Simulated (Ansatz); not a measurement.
Species: boron atom, B (charge 0, doublet).

Wanted: ionisation energy to the singlet, in eV. Terms: open shells spin-unrestricted; non-relativistic; spin-orbit terms left out; each state is the SCF solution reached for its charge and spin; six Cartesian d functions in 6-31G* and its kin unless marked 5d.

| species | coefficient | E at HF/6-31G* (Ansatz), Eh | E at PBE0/def2-TZVPD (Ansatz), Eh |
|---|---|---|---|
| charge 1, singlet | +1 | -24.23406 | -24.30061 |
| charge 0, doublet | -1 | -24.52204 | -24.61833 |

Measured values: NIST ASD by pymatgen's periodic table; they hold spin-orbit and core effects.  Value to compare with, the measured value: 8.30 eV. 1 Eh = 27.2114 eV.

Question: Work the quantity out at each level, and compare with the measured value.

Answer: 
- HF/6-31G*: the sum of coefficient times E is 0.28798 Eh, or 7.836 eV. Result: 7.84 eV. Its error against the measured value is -0.46 eV.
- PBE0/def2-TZVPD: the sum of coefficient times E is 0.31772 Eh, or 8.646 eV. Result: 8.65 eV. Its error against the measured value is 0.35 eV.

Ansatz is a first-principles code.
